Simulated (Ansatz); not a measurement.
IK (SMILES [K][I]), singlet, geometry from GFN2-xTB (such geometries of metal compounds can be far from the true shape) (core potentials on I). Base run: PBE/def2-SVP (Ansatz, an electronic-structure program).

Input for Ansatz:
Ansatz 0.2 input:
```yaml
crystal:
  periodic: [false, false, false]
  atoms:
    - {symbol: K, position_ang: [-0.00000000, -0.00000000, -2.32381628]}
    - {symbol: I, position_ang: [0.00000000, 0.00000000, 0.83306621]}
basis:
  gaussian:
    orbitals: def2-SVP
hamiltonian:
  xc: pbe
```

Variants of this job, named by their change:

```csv
change,basis functions,E (Eh)
base,50,-897.39014
basis = jorge-DZP-DKH; relativity = none,79,-7443.05384
basis = x2c-SVPall; relativity = spin-free X2C; nucleus = Gaussian,60,-7716.38510
basis = ANO-RCC-VDZP; relativity = none,65,-7276.07284
basis = x2c-SVPall; relativity = none,60,-7326.43846
basis = jorge-DZP-DKH; relativity = spin-free X2C,79,-7711.73905
basis = ANO-RCC-VDZP; relativity = spin-free X2C; nucleus = Gaussian,65,-7717.06247
basis = x2c-SVPall; relativity = spin-free X2C,60,-7716.56426
basis = ANO-RCC-VDZP; relativity = spin-free X2C,65,-7717.30180
basis = jorge-DZP-DKH; relativity = spin-free X2C; nucleus = Gaussian,79,-7711.53594
```

Absolute energies of different levels of theory aren't comparable as measures of quality.

Ansatz warned in this series: the basis is contracted for relativity, which the run leaves out.

Basis sets contracted for a relativistic Hamiltonian are a mismatch without it, so the rows without relativity aren't non-relativistic limits. No row has spin-orbit coupling; sets with core potentials leave out the core electrons.
